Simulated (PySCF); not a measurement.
Al(H)(OMe)(NH2) (CH₆AlNO), SMILES C[O][AlH][NH2].

Geometry optimised at r2SCAN-D4/def2-SVP. The values are those of a single conformer.

Computed with C-PCM-B3LYP/def2-SVP in PySCF.

The values are the electrostatic part of the solvation free energy, E(continuum) − E(gas) at the gas-phase geometry, in a cavity of scaled van der Waals radii (PySCF's table); cavitation and dispersion terms are not included. A continuum can't describe solvent molecules that bind to the metal. In vacuum the orbital gap is 7.08 eV. The dipole moment in vacuum is 2.08 D.

Computed values in water (ε = 78.36), cyclohexanone (ε = 15.62), 1-octanol (ε = 9.86):
| solvent | ε | ΔG(elec) (kcal/mol) | dipole (D) | gap (eV) |
|---|---|---|---|---|
| water | 78.36 | -4.6 | 2.63 | 7.10 |
| cyclohexanone | 15.62 | -4.3 | 2.60 | 7.10 |
| 1-octanol | 9.86 | -4.1 | 2.57 | 7.10 |
